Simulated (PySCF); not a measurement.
The multiplicity is imposed and other spin states were not computed.

[Cd(F)(Cl)] (charge 0, multiplicity 1)

Method: PySCF with TPSSh-D3(BJ)/def2-TZVP // BP86-D3(BJ)/def2-SVP.

- HOMO: -8.33 eV
- dipole moment: 0.45 D
- LUMO: -2.77 eV
- HOMO–LUMO gap: 5.56 eV
- charge on the central atom (Mulliken): 0.94 e
- total energy: -727.8752 Ha
- cost: roughly 90 core-seconds

Bonds (Å): Cd1–F2 1.936, Cd1–Cl3 2.279. Angles (°): F2–Cd1–Cl3 180.0.
